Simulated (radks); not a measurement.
Results of a calculation; reference values are marked as such.
Q: All-electron atom: Xe7+ in [Kr] 4d10 5s1. Level of theory: scalar-relativistic Kohn-Sham, PBE, spin-unpolarised, spherical densities, point nucleus (a radial shooting solver on a logarithmic mesh with Libxc functionals). Some entries of the table are withheld. Estimate them.

| orbital | occ. | eigenvalue (eV) | <r^2> (bohr^2) | r(max) (bohr) |
|---|---|---|---|---|
| 1s | 2 | -34469.72 | 0.0009637 | 0.01715 |
| 2s | 2 | -5444.523 | 0.01549 | 0.09695 |
| 2p | 6 | -4895.037 | (1) | 0.07780 |
| 3s | 2 | -1188.426 | 0.1072 | 0.2789 |
| 3p | 6 | -1010.953 | 0.1073 | 0.2728 |
| 3d | 10 | -747.8805 | (2) | 0.2259 |
| 4s | 2 | (3) | 0.5756 | 0.6603 |
| 4p | 6 | -233.5503 | 0.6568 | 0.6921 |
| 4d | 10 | -150.8735 | (4) | 0.7442 |
| 5s | 1 | -99.7400 | (5) | 1.500 |
| 5p | 0 | -83.7660 | (6) | 1.654 |
| 6s | 0 | -50.9942 | 9.452 | 2.923 |

A: 
(1) 2p <r^2> (bohr^2): 0.01228
(2) 3d <r^2> (bohr^2): 0.09317
(3) 4s eigenvalue (eV): -289.9845
(4) 4d <r^2> (bohr^2): 0.8503
(5) 5s <r^2> (bohr^2): 2.850
(6) 5p <r^2> (bohr^2): 3.482
